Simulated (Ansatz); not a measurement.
Relaxation of C2H6ClNOSi (12 atoms, charge 0, multiplicity 1), to a largest force component of 0.02 eV/Å in at most 50 steps.

Computed with RKS B3LYP-D4/def2-SVP in Ansatz.

```xyz
12
Properties=species:S:1:pos:R:3
N 2.151 0.735 -0.849
C 0.935 0.057 -0.834
O 0.594 -0.713 -1.742
Si -0.198 0.238 0.616
C -1.737 -0.868 0.355
Cl -2.854 -0.666 1.748
H 2.406 1.426 -0.127
H 0.770 -1.141 -2.617
H 0.442 -0.089 1.933
H -0.677 1.659 0.779
H -2.303 -0.601 -0.513
H -1.440 -1.909 0.329
```

Problem. Where does it end, and by what steps?

Solution. It converged. The force dipped under the threshold on the way, but the program's further checks kept it going. After 26 steps the energy has fallen by 1.757 eV; H7 moved furthest, 1.13 Å.

```csv
step,energy less start (eV),largest force component (eV/Å),accepted
0,0.0000,7.816,yes
1,-0.9226,3.894,yes
2,-1.4055,1.605,yes
3,-1.6880,0.877,yes
4,-1.6972,0.945,yes
5,-1.7182,0.408,yes
6,-1.7246,0.201,yes
7,-1.7276,0.059,yes
8,-1.7280,0.030,yes
9,-1.7281,0.010,yes
10,-1.7283,0.018,yes
11,-1.7286,0.077,yes
12,-1.7289,0.173,yes
13,-1.7298,0.153,yes
14,-1.7314,0.317,yes
15,-1.7342,0.340,yes
16,-1.7379,0.409,yes
17,-1.7493,0.151,yes
18,-1.7457,0.523,no
19,-1.7516,0.098,yes
20,-1.7544,0.163,yes
21,-1.7555,0.080,yes
22,-1.7562,0.071,yes
23,-1.7565,0.040,yes
24,-1.7567,0.020,yes
25,-1.7567,0.032,no
26,-1.7568,0.005,yes
```

```xyz
12
Properties=species:S:1:pos:R:3
N 1.675 0.922 -1.323
C 0.977 0.010 -0.779
O 0.956 -1.230 -1.327
Si -0.135 0.086 0.777
C -1.816 -0.656 0.326
Cl -2.908 -0.639 1.771
H 1.603 1.809 -0.820
H 1.541 -1.200 -2.108
H 0.485 -0.701 1.876
H -0.272 1.514 1.172
H -2.311 -0.089 -0.476
H -1.707 -1.698 -0.010
```

Whether the end is a true minimum wasn't checked by a vibrational analysis.

Run time: 120 s on 2 threads of Arm Neoverse V1 (shared host), peak memory 0.3 GiB.
